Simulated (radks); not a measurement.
Spherical quantum dot in the effective-mass picture: electrons in a parabolic well V = omega^2 r^2 / 2 with omega = 0.636, all in effective atomic units (hartree* = m*/eps^2 hartree, bohr* = eps/m* bohr), one dielectric constant everywhere. Method: non-relativistic Kohn-Sham, exchange-only LDA, spin-polarised, spherical densities; computed with a radial shooting solver with Libxc functionals. Levels are named by radial order and angular momentum (1s, 1p, 1d, 2s, ...), and open shells are averaged over m.

N = 27, configuration 1s2 1p6 1d10 2s2 1f(up 7, down 0). This is the lowest configuration that the search found. Occupied and some empty levels:

| level | occupation | eigenvalue (hartree*) | <r> (bohr*) |
|---|---|---|---|
| 1s up | 1 | 9.4453 | 2.437 |
| 1s down | 1 | 9.4835 | 2.325 |
| 1p up | 3 | 9.6629 | 2.977 |
| 1p down | 3 | 9.7220 | 2.911 |
| 1d up | 5 | 9.9210 | 3.340 |
| 1d down | 5 | 9.9917 | 3.308 |
| 2s up | 1 | 10.005 | 2.786 |
| 2s down | 1 | 10.051 | 2.836 |
| 1f up | 7 | 10.216 | 3.621 |
| 1f down | 0 | 10.292 | 3.611 |
| 2p up | 0 | 10.348 | 3.121 |
| 2p down | 0 | 10.394 | 3.142 |
| 1g up | 0 | 10.542 | 3.855 |
| 1g down | 0 | 10.620 | 3.860 |
| 2d up | 0 | 10.711 | 3.434 |
| 2d down | 0 | 10.760 | 3.439 |

Energy (hartree*): total 169.041, kinetic 14.225, external 61.089, Hartree 101.89, exchange-correlation -8.1656.
